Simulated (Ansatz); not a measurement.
`[SH][Au]` + H₂ → `[AuH]` + H₂S at 298.15 K and 1 bar (hydrogenolysis of the Au–S bond).

Gas-phase electronic energies from Ansatz, PBE0-D4/def2-TZVP geometries. CBS: MP2 limit from def2 TZ/QZ plus the TZ coupled-cluster correction, frozen cores. This one scheme is used for every species. def2 core potentials past Kr. For Au outer-core shells are correlated without core-valence functions, which leaves a few kJ/mol of doubt a bond.

| species | CCSD(T)/CBS energy (Eh) | H − E (kJ/mol) | S (J/(mol·K)) |
| --- | --- | --- | --- |
| `[SH][Au]` | -533.91058 | 33.7 | 274.5 |
| H₂ | -1.17544 | 35.1 | 130.4 |
| `[AuH]` | -136.10998 | 22.1 | 211.2 |
| H₂S | -398.97279 | 49.9 | 205.7 |

H − E and S are ideal-gas, rigid-rotor, harmonic terms from PBE0-D4/def2-TZVP. The MP2-based limit puts H₂ 0.8 mEh under its directly extrapolated value; such offsets cancel only in part. 1 Eh = 2625.50 kJ/mol, R = 8.31446 J/(mol·K).

Problem. By hand: ΔE, ΔH, ΔS and ΔG.

Solution. ΔE = (-136.10998) + (-398.97279) − (-533.91058) − (-1.17544) = 0.00325 Eh = 8.5 kJ/mol. Δ(H − E) = 22.1 + 49.9 − 33.7 − 35.1 = 3.2, so ΔH = 11.7 kJ/mol. ΔS = 211.2 + 205.7 − 274.5 − 130.4 = 12.0 J/(mol·K). ΔG = 11.7 − 298.15 × (12.0)/1000 = 8.1 kJ/mol.

Problem. By hand: the equilibrium constant, and the temperature at which ΔG would vanish if ΔH and ΔS stayed fixed.

Solution. log₁₀ K = −ΔG/(RT ln 10) = -1.4. ΔG = 0 at ΔH/ΔS = 975 K, though so small a ΔS makes that figure unsure.

The number of gas molecules stays the same, so ΔS is small and ΔH decides. A doubt of 5 kJ/mol in ΔE shifts log₁₀ K by 0.9 here. These are equilibria of isolated gas molecules and say nothing of rates. Largest T1 diagnostic: 0.027 (customary marks: 0.02 for closed shells, 0.045 for open ones).
